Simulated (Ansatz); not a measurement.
Steps of a relaxation of `[CH3][In]([F])[Br]` with RKS PBE0-D4/def2-TZVP.

```sh
$ ansatz run in.yaml --threads 4 --pin off --events-out ev --progress --plain --max-ram 10444MiB
```

```yaml
crystal:
  periodic: [false, false, false]
  atoms:
    - {symbol: C, position_ang: [-0.344380, 1.056320, 0.429540]}
    - {symbol: In, position_ang: [0.246470, -0.935120, -0.378490]}
    - {symbol: F, position_ang: [2.208630, -1.131170, -0.522550]}
    - {symbol: Br, position_ang: [-0.851410, -3.025800, -1.168570]}
    - {symbol: H, position_ang: [-0.979670, 1.547330, -0.300000]}
    - {symbol: H, position_ang: [-0.869630, 0.901350, 1.365900]}
    - {symbol: H, position_ang: [0.589990, 1.587100, 0.574180]}
basis:
  gaussian: {orbitals: def2-TZVP}
hamiltonian: {xc: pbe0, dispersion: d4}
relax: {f_tol: 0.005, max_steps: 150}
```

Positions (Å) and forces (eV/Å) along the path, 7 of 7 steps:

```xyz
7
step=1 energy=-79015.1909 eV
C    -0.344    1.056    0.430    0.222   -1.099   -0.451
In    0.246   -0.935   -0.378    0.123    0.526    0.205
F     2.209   -1.131   -0.523   -0.465    0.001    0.016
Br   -0.851   -3.026   -1.169    0.166    0.437    0.167
H    -0.980    1.547   -0.300   -0.068    0.057   -0.044
H    -0.870    0.901    1.366   -0.062    0.009    0.084
H     0.590    1.587    0.574    0.085    0.069    0.023
7
step=2 energy=-79015.2613 eV
C    -0.342    0.988    0.402    0.066    0.022    0.001
In    0.278   -0.868   -0.353    0.319   -0.097   -0.050
F     2.213   -1.109   -0.514   -0.062   -0.031   -0.010
Br   -0.880   -2.860   -1.102   -0.162   -0.294   -0.111
H    -0.982    1.479   -0.327   -0.043    0.093    0.034
H    -0.872    0.833    1.339   -0.043    0.095    0.047
H     0.584    1.537    0.555   -0.075    0.213    0.089
7
step=3 energy=-79015.2816 eV
C    -0.332    0.997    0.405    0.065   -0.005   -0.008
In    0.294   -0.881   -0.359    0.153    0.038    0.009
F     2.222   -1.151   -0.531   -0.040   -0.028   -0.009
Br   -0.885   -2.887   -1.112   -0.039   -0.031   -0.011
H    -0.983    1.480   -0.321   -0.044    0.039   -0.009
H    -0.874    0.840    1.336   -0.042    0.020    0.038
H     0.558    1.602    0.581   -0.052   -0.032   -0.009
7
step=4 energy=-79015.2846 eV
C    -0.337    0.997    0.405    0.057    0.013    0.002
In    0.321   -0.876   -0.358    0.048    0.035    0.012
F     2.240   -1.183   -0.544   -0.044   -0.001    0.001
Br   -0.892   -2.872   -1.106   -0.010    0.011    0.005
H    -0.992    1.479   -0.319   -0.008   -0.014   -0.020
H    -0.883    0.841    1.335   -0.007   -0.024    0.006
H     0.543    1.614    0.587   -0.035   -0.019   -0.006
7
step=5 energy=-79015.2859 eV
C    -0.335    0.993    0.404    0.008    0.041    0.016
In    0.350   -0.870   -0.357    0.000    0.020    0.008
F     2.262   -1.198   -0.551   -0.021   -0.010   -0.003
Br   -0.918   -2.840   -1.093    0.017    0.015    0.006
H    -0.996    1.459   -0.327    0.008   -0.018   -0.002
H    -0.888    0.822    1.327    0.007   -0.015   -0.012
H     0.525    1.634    0.596   -0.020   -0.034   -0.012
7
step=6 energy=-79015.2859 eV
C    -0.338    0.999    0.406    0.017   -0.067   -0.028
In    0.360   -0.860   -0.354    0.005   -0.007    0.000
F     2.265   -1.222   -0.561   -0.023    0.020    0.008
Br   -0.913   -2.828   -1.087   -0.002    0.007    0.002
H    -0.999    1.454   -0.329   -0.011    0.013   -0.009
H    -0.892    0.816    1.325   -0.007    0.004    0.016
H     0.517    1.642    0.600    0.021    0.031    0.012
7
step=7 energy=-79015.2862 eV
C    -0.336    0.995    0.405    0.000    0.000    0.003
In    0.354   -0.865   -0.353   -0.002    0.002   -0.004
F     2.262   -1.210   -0.556    0.000    0.000    0.001
Br   -0.915   -2.832   -1.090    0.000    0.000    0.001
H    -0.997    1.455   -0.329    0.001   -0.002    0.000
H    -0.890    0.818    1.326    0.000    0.001    0.000
H     0.521    1.639    0.598    0.000   -0.001    0.000
```

It took 10 s on 4 threads of an AMD EPYC 9R45 on a shared host, with 0.51 GiB of host memory at the peak.
